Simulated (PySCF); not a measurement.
Sc: electron affinity

Sc⁻ [Ar] 3d2 4s2 (3F) → Sc [Ar] 3d1 4s2 (2D), as a difference of total energies. All numbers are calculated (PySCF 2.14, no relativity, point nucleus, in def2-QZVPPD (11s6p5d3f2g, 93 functions)). Correlated levels: valence: [Ar] frozen. The calculations carry no spin-orbit coupling.

| method | electron affinity (eV) |
| --- | --- |
| UHF | -1.364 |
| MP2 (valence) | -1.067 |
| SCS-MP2 (valence) | -1.255 |
| CCSD (valence) | -0.819 |
| CCSD(T) (valence) | -0.704 |

The configuration of this anion was assumed by filling the next shell in order. It is not the known or likely ground configuration (Ca⁻, Sr⁻ and Ba⁻, for instance, bind a p electron), so these values are not the electron affinity of the element.

A negative affinity means that the anion lies above the atom at that level of theory.

The coupled-cluster amplitudes are large for Sc⁻ (T1 above 0.03 or a double amplitude above 0.15), so a single reference is strained.
